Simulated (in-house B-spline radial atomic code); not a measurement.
Results of a calculation; reference values are marked as such.
# Mo in an electron gas of r_s = 1.8: phase shifts, screening and friction

A nucleus sits in a uniform electron gas with a rigid positive background. The Kohn-Sham equations are solved self-consistently in the spin-unpolarised LDA (PW92), non-relativistic, on B-splines with outgoing waves at the boundary and partial waves to l = 8. The model has no lattice, no bands and no magnetic solution. Atomic units; δ_l are the phase shifts at the Fermi level, counted so that each bound state adds π, and good to about 0.0005.

The density parameter is r_s = 1.8 bohr.

```tsv
l	δ_l (rad)
0	11.5409
1	9.0395
2	5.2586
3	0.1059
4	0.0222
5	0.0046
6	0.0009
7	-0.0001
8	-0.0002
```

Bound levels below the band bottom (hartree): s -15.95, p -12.98, d -7.516, s -1.579, p -0.7557 and deeper ones.

(1) Check the Friedel sum rule, and say where the screening charge sits.

(2) Find the transport cross section and the electronic stopping of a 5 keV Mo ion (mass 95.95 u).

Answers

(1) k_F = (9π/4)^(1/3)/r_s = 1.06620. The rule is Z = (2/π) Σ (2l + 1) δ_l. The terms are s 7.347, p 17.264, d 16.739, f 0.472 and 0.164 beyond, in all 41.986 against Z = 42. Bound states hold 8 s, 18 p, 10 d electrons, so the scattering states carry 5.99 in all; where a term is smaller than its bound count, the bound level has drawn weight out of the band.

(2) σ_tr = (4π/k_F²) Σ (l + 1) sin²(δ_l − δ_(l+1)). The terms for l = 0 to 3 are 0.3568, 0.7120, 2.4550, 0.0280, all together 3.5534, so σ_tr = 11.054 × 3.5534 = 39.280 bohr². With n = 3/(4π r_s³) = 0.04093, the friction coefficient is Q = n k_F σ_tr = 1.7144. For v well below v_F = 1.066, dE/dx = Q v; with 24801 eV per u at v = 1, v = √(5000/(24801 × 95.95)) = 0.0458, so dE/dx = 0.07858 hartree/bohr = 40.4 eV/nm. The largest term couples the d and f waves.
